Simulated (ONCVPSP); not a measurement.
What one change does to a pseudopotential (aluminium (Al), ONCV)

ONCVPSP 4.0.1 input, shortened (lines: element, Z, core and valence counts, functional; n l f; lmax; l rc ep ncon nbas qcut; lloc lpopt rc5 dvloc0; l nproj debl; icmod fcfact rcfact), PBE, scalar-relativistic:

```
  Al 13.00    3    2        4      upf
    1    0    2.00
    2    0    2.00
    2    1    6.00
    3    0    2.00
    3    1    0.50
    1
    0    2.20    0.00    4    7    3.30
    1    2.20    0.00    3    6    4.10
    1    5    2.20    0.00
    0    2    0.30
    1    0    2.40
    2    0.55    0.80
```

In the s channel the program set the typed energies aside and used -0.408, 0.250 Ha.

All-electron outer shells of the reference configuration (PBE, scalar-relativistic, ld1.x):

```tsv
shell	level (eV)	outermost node (bohr)	outermost maximum (bohr)
2s	-112.00	0.16	0.50
2p	-73.49	–	0.43
3s	-11.09	0.80	2.06
3p	-5.70	0.81	2.52
```

Change: all radii but the core radius scaled by about 0.95 (s 2.08, p 2.08 bohr).

Cutoffs: the cutoffs (Ha) at which the residual kinetic energy of the hardest occupied pseudo-wave falls to 1 and 0.1 mHa per electron; they do not see the model core or the augmentation charge, which bear on the density cutoff. Errors are all-electron minus pseudo energies relative to the spin-unpolarised reference configuration.

**Question.** What does the change do?

**Answer.** The potential gets harder (5.2 Ha and 18 Ha → 5.5 Ha and 21 Ha); of the 4 tests that both files solve, the error grows in 0 and shrinks in 1 by more than 15 % and 0.3 meV (median size 4.6 → 1.1 meV); neither file shows a bound ghost. A smaller radius makes the pseudo-wave follow the all-electron one further in, where it bends more sharply, so more plane waves are needed.

```tsv
quantity	base	changed
cutoff, loose	5.2 Ha	5.5 Ha
cutoff, tight	18 Ha	21 Ha
loose cutoff by channel	s 5.2 Ha, p 2.2 Ha	s 5.5 Ha, p 2.3 Ha
bound ghosts	none	none
GHOST(+) flags under 300 eV	none	none
error for 3s2 3p1, meV [ΔE -2.09 eV]	+0.2	+0.2
error for 3s2 3p0, meV [ΔE 3.68 eV]	+0.4	+0.4
error for 3s1 3p0, meV [ΔE 22.90 eV]	+26	+29
error for 3s0 3p3, meV [ΔE 8.37 eV]	-8.8	-1.8
rms error of d²Exc/dni dnj with the model core, mHa	1.37	1.48
```
